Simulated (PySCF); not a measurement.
Match the calculated data to a structure.

All candidates are C6H8O2.

| technique | computed result |
| --- | --- |
| 1H NMR | chemical shifts (computed TMS as zero) by class: 7.98 (1 H), 6.52 (1 H), 6.23 (1 H), 5.56 (1 H), 5.44 (1 H), 2.17 (3 H) ppm [GIAO PBE0/pcSseg-1] |
| Dipole | 1.94 D [CAM-B3LYP/def2-SVPD] |
| NMR, other nuclei | isotropic shieldings of nuclei other than C and H, by class: -114 (1 O), 80 (1 O) ppm [GIAO PBE0/pcSseg-1] |
| 13C NMR | chemical shifts (computed TMS as zero) by class: 172.4 (1 C), 147.6 (1 C), 140.8 (1 C), 123.9 (1 C), 122.0 (1 C), 23.3 (1 C) ppm [GIAO PBE0/pcSseg-1] |
| Polarisability | 90.1 au [CAM-B3LYP/def2-SVPD] |
| Triplet | lowest triplet excitation (Tamm–Dancoff): 3.13 eV [TDA CAM-B3LYP/def2-SVPD] |
| UV, first state | lowest singlet excitation: 5.50 eV (226 nm, f = 0.941) [TDDFT CAM-B3LYP/def2-SVPD] |
| Rotational structure | rotational constants A, B, C: 8.482, 0.781, 0.719 GHz [GFN2-xTB] |

Electronic properties: PySCF, gas phase, density fitting. Levels stand in brackets. Geometry: GFN2-xTB, one conformer, isolated molecule. NMR values are class means; diastereotopic atoms form classes of their own.

Task: Which candidate is it?
A. `O=C(O)CCC1C=C1`
B. `COCc1ccoc1`
C. `C=C/C=C/OC(C)=O`
D. `OCC1=CCC=CO1`
E. `C=CC[C@@H]1COC1=O`

Result: C. It is `C=C/C=C/OC(C)=O`. Numbering: `[CH2:1]=[CH:2]/[CH:3]=[CH:4]/[O:5][C:6]([CH3:7])=[O:8]`. Its formula, C6H8O2, gives 3 degrees of unsaturation: 0 rings and 3 π bonds in the structure found. 6 carbons fall into 6 classes; from least to most shielded: ester carbonyl carbon [C6] (172.4 ppm), vinylic carbon bearing oxygen [C4] (147.6 ppm), alkene CH carbon [C2] (140.8 ppm), terminal =CH2 carbon [C1] (123.9 ppm), alkene CH carbon [C3] (122.0 ppm), methyl carbon next to a carbonyl [C7] (23.3 ppm). Hydrogen classes from least to most shielded: 1 H on a vinylic carbon bearing oxygen, C4 (7.98 ppm), 1 H on an alkene CH carbon, C2 (6.52 ppm), 1 H on an alkene CH carbon, C3 (6.23 ppm), 1 H on a terminal =CH2 carbon, C1 (5.56 ppm), 1 H on a terminal =CH2 carbon, C1 (5.44 ppm), 3 H on a methyl carbon next to a carbonyl, C7 (2.17 ppm). The other shieldings belong to: -114 ppm, ester carbonyl oxygen [O8]; 80 ppm, ester single-bonded oxygen [O5]. The optimised geometry has point group Cs and is an asymmetric top.

The others, at the same levels:
- `C=CC[C@@H]1COC1=O` fails: its computed 13C shifts are 175.0 (1 C), 144.5 (1 C), 124.3 (1 C), 66.0 (1 C), 56.1 (1 C), 40.1 (1 C) ppm, 1H shifts are 5.98 (1 H), 5.53 (1 H), 5.38 (1 H), 4.23 (1 H), 3.90 (1 H), 3.48 (1 H), 2.94 (1 H), 2.17 (1 H) ppm and lowest singlet excitation is 5.92 eV (209 nm, f = 0.003) (against 5.50 eV).
- `COCc1ccoc1` fails: its computed 13C shifts are 148.7 (1 C), 146.4 (1 C), 130.8 (1 C), 118.2 (1 C), 69.0 (1 C), 57.8 (1 C) ppm, 1H shifts are 7.57 (1 H), 7.44 (1 H), 6.85 (1 H), 4.63 (2 H), 3.26 (3 H) ppm and lowest singlet excitation is 6.27 eV (198 nm, f = 0.140) (against 5.50 eV).
- `O=C(O)CCC1C=C1` fails: its computed lowest singlet excitation is 5.91 eV (210 nm, f = 0.000) (against 5.50 eV), lowest triplet excitation (Tamm–Dancoff) is 4.10 eV (against 3.13 eV) and static isotropic polarisability is 73.0 au (against 90.1 au).
- `OCC1=CCC=CO1` fails: its computed 13C shifts are 158.8 (1 C), 148.2 (1 C), 106.5 (1 C), 103.8 (1 C), 69.2 (1 C), 25.3 (1 C) ppm, 1H shifts are 6.47 (1 H), 4.85 (1 H), 4.82 (1 H), 4.22 (2 H), 3.02 (2 H), 1.06 (1 H) ppm and rotational constant A is 4.547 GHz (against 8.482 GHz).

Each candidate is one conformer, not necessarily the lowest. Dipoles, sizes and rotational constants follow the conformer. The torsions of the flexible species, by atom-mapped SMILES:
- `[CH2:1]=[CH:2]/[CH:3]=[CH:4]/[O:5][C:6]([CH3:7])=[O:8]`: C1–C2–C3–C4 180°, C3–C4–O5–C6 180°, C4–O5–C6–C7 180°
- `[CH2:1]=[CH:2][CH2:3][C@@H:4]1[CH2:5][O:6][C:7]1=[O:8]`: C1–C2–C3–C4 115°, C2–C3–C4–C5 -76°
- `[CH3:1][O:2][CH2:3][c:4]1[cH:5][cH:6][o:7][cH:8]1`: C1–O2–C3–C4 -65°, O2–C3–C4–C5 -56°
- `[O:1]=[C:2]([OH:3])[CH2:4][CH2:5][CH:6]1[CH:7]=[CH:8]1`: O1–C2–C4–C5 -35°, C2–C4–C5–C6 -70°, C4–C5–C6–C7 87°, H–O3–C2–O1 -1°
- `[OH:1][CH2:2][C:3]1=[CH:4][CH2:5][CH:6]=[CH:7][O:8]1`: O1–C2–C3–C4 -119°, H–O1–C2–C3 -51°
